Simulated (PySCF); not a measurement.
**Assignment exercise: C3H9BF3PSi**

Structure with atom numbers: `[BH3-:1][P@@H+:2]1[C@H:3]([SiH3:4])[C@H:5]1[C:6]([F:7])([F:8])[F:9]`; H(Xn) means a hydrogen on atom n.

- GIAO B3LYP/pcSseg-1 shieldings
- PBE0-D3(BJ)/def2-SVP structure
- run in PySCF 2.14.0 with density-fitted response routines
- one averaged value for each set of equivalent atoms, in vacuum, non-relativistic, single conformer

Shifts are taken against calculated references (same method and geometry level): 13C, 1H against TMS.

Problem. Assign these signals to the numbered atoms. 13C{1H} NMR (computed): δ 132.0 (C), 27.0 (CH), 1.0 (CH).

Solution. 
| δ (ppm) | atoms | environment | reason |
| --- | --- | --- | --- |
| 132.0 | C6 | CF3 carbon | 3 electronegative neighbours deshield it |
| 27.0 | C5 | three-membered-ring carbon | carbons of three-membered rings are unusually shielded |
| 1.0 | C3 | three-membered-ring carbon | – |

Problem. Assign these signals to the numbered atoms. 1H NMR (600 MHz, computed): δ 4.07 (m, 3H), 3.09 (m, 1H), 1.65 (m, 1H), 1.19 (br, 3H), 0.91 (m, 1H).

Solution. 
```tsv
δ (ppm)	atoms	environment	reason
4.07	H(Si4)	hydrogen on a silicon bonded to C	–
3.09	H(P2)	hydrogen on a phosphorus bonded to 2 C, B, in a 3-membered ring	–
1.65	H(C5)	hydrogen on a three-membered-ring carbon	–
1.19	H(B1)	hydrogen on a boron bonded to P	–
0.91	H(C3)	hydrogen on a three-membered-ring carbon	cyclopropane-type protons are shielded by the ring
```

Hydrogens on boron are broadened and split by 11B (spin 3/2, 80 %) and 10B (spin 3). Splittings by 19F and 31P in the carbon and heteronuclear signals aren't shown, as no couplings were computed. Shifts are as computed. Against solution values, carbons near 30 ppm lie about +2 ppm off and those near 130 ppm about +6 ppm. Of 1211 compounds with measured shifts, 218 miss one by over three times the rms of a fit or turn the order of signals round; such compounds aren't used in these exercises. Multiplicities follow the n + 1 count of equivalent neighbours, as no J values were calculated; m marks all less simple cases, F and P coupling included.
